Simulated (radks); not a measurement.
Charge is removed step by step from the 6s down level of La, starting from [Xe] 5d1 6s(up 1, down 1). Method: scalar-relativistic Kohn-Sham, PBE, spin-polarised, spherical densities, finite nucleus; open shells are filled with parallel spins first (spin-orbit coupling, left out, can overturn this in heavy ions); Fermi nuclear charge, rms radius 4.855 fm; computed with a radial shooting solver on a logarithmic mesh with Libxc functionals.

removed (e)	E - E(0) (eV)	eigenvalue (eV)
0	0.000	-3.505
0.125	0.470	-4.010
0.25	1.003	-4.522
0.375	1.600	-5.040
0.5	2.263	-5.566
0.625	2.992	-6.101
0.75	3.788	-6.650
0.875	4.654	-7.198

The mean slope of the eigenvalue, de/dn, is 4.22 eV per electron.
